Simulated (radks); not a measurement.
Task: Species: the vanadium ion V4+. Configuration: [Ar] 3d1. Calculated with a radial shooting solver on a logarithmic mesh with Libxc functionals: scalar-relativistic Kohn-Sham, r2SCAN, spin-polarised, spherical densities, finite nucleus; open shells are filled with parallel spins first; meta-GGA in the generalised Kohn-Sham scheme; Fermi nuclear charge, rms radius 3.6002 fm. Some entries of the table are withheld. Estimate them.

orbital  occ.  eigenvalue (eV)  r(max) (bohr)
1s down     1        -5441.583        0.04350
1s up       1        -5441.570        0.04350
2s up       1        -667.7778         0.2553
2s down     1        -667.1377         0.2552
2p up       3        -565.5833         0.2083
2p down     3        -565.0907         0.2082
3s up       1        -126.3934         0.8096
3s down     1        -124.7153         0.8101
3p up       3         -98.3335            (1)
3p down     3         -96.6614            (2)
3d up       1              (3)            (4)
3d down     0              (5)            (6)

Result: 
(1) 3p up r(max) (bohr): 0.8297
(2) 3p down r(max) (bohr): 0.8307
(3) 3d up eigenvalue (eV): -55.3473
(4) 3d up r(max) (bohr): 0.8212
(5) 3d down eigenvalue (eV): -53.5583
(6) 3d down r(max) (bohr): 0.8235
